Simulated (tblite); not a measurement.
Run record: tight-binding relaxation, `C[SiH2]BNC(C)C`.

Computed with GFN2-xTB geometry optimisation, gas phase (tblite 0.8.0). Start geometry: from a force field or distance geometry. The command runs a driver script over a list of jobs; the input below is this job's line of settings and its coordinates in Å.

Command:
```bash
OMP_NUM_THREADS=1 python probes_run.py task.json out
```

Input:
```
{"job": {"kind": "relax", "xc": "GFN2-xTB", "basis": "xTB"}, "charge": 0, "multiplicity": 1}
C      3.314100     0.518700    -0.203800
Si     2.487400    -1.076600     0.290200
B      0.603400    -0.784100     0.447800
N     -0.162000     0.284500    -0.349800
C     -1.435700     0.447500     0.340800
C     -2.298600     1.491500    -0.353500
C     -2.204900    -0.848100     0.280500
H      2.765500     1.420900     0.209800
H      3.374300     0.643500    -1.300100
H      4.314000     0.499200     0.267500
H      3.022000    -1.531800     1.588100
H      2.712000    -2.085800    -0.750000
H     -0.023700    -1.409700     1.240200
H     -0.367700    -0.079400    -1.303200
H     -1.273700     0.699800     1.409200
H     -3.194800     1.633600     0.326900
H     -1.768800     2.468800    -0.401200
H     -2.674800     1.116000    -1.314300
H     -1.563800    -1.682400    -0.064400
H     -2.564200    -1.034800     1.339800
H     -3.069100    -0.674400    -0.391400
```

Output:
```
step      E/eV     max force
  0    -586.00951    2.900
  1    -586.37915    1.649
  2    -586.56167    1.182
  3    -586.67380    0.987
  4    -586.90762    1.030
  5    -587.03509    0.945
  6    -587.20193    0.963
  7    -587.27960    1.047
  8    -587.32725    0.699
  9    -587.37861    0.649
... (141 lines left out)
151    -587.94501    0.016
152    -587.94507    0.019
153    -587.94511    0.022
154    -587.94516    0.021
155    -587.94522    0.018
156    -587.94529    0.019
157    -587.94536    0.015
158    -587.94541    0.015
159    -587.94545    0.012
160    -587.94547    0.009
```

«max force» is the largest atomic force in eV/Å.

**Question.** From which step on does the largest force stay under 0.1 eV/Å, and how much energy is left to gain from there?

**Answer.** From step 87 (0.078 eV/Å), 17.0 meV above the end.

In short: energy lowered by 44.6 kcal/mol over 160 steps; largest atomic force 0.009 eV/Å at the end.

**Question.** Give the final coordinates.

**Answer.** 0.802 Å rms from the input after alignment:
```
atom  x, y, z in Å
C1     3.3994    0.6198   -0.4099
Si2    2.4974   -0.9184    0.2827
B3     0.7329   -0.4373    0.9951
N4    -0.3338   -0.2824    0.1356
C5    -1.6970    0.1013    0.4507
C6    -2.0347    1.4401   -0.2089
C7    -2.6714   -0.9874   -0.0016
H8     3.5921    1.3496    0.3720
H9     2.8037    1.1123   -1.1745
H10    4.3532    0.3571   -0.8564
H11    3.4487   -1.5434    1.2245
H12    2.4590   -1.8698   -0.8558
H13    0.5085   -0.2474    2.1366
H14   -0.2235   -0.4306   -0.8595
H15   -1.7597    0.2117    1.5381
H16   -3.0417    1.7506    0.0570
H17   -1.3351    2.2058    0.1184
H18   -1.9740    1.3555   -1.2927
H19   -2.4074   -1.9392    0.4533
H20   -3.6871   -0.7311    0.2879
H21   -2.6384   -1.0997   -1.0839
```

**Question.** How long does this job take on one thread, Arm Neoverse V1 (aarch64), on a shared host?

**Answer.** About 1.2 s.
Labels such as C1 count atoms from 1, the log's own numbers from 0.
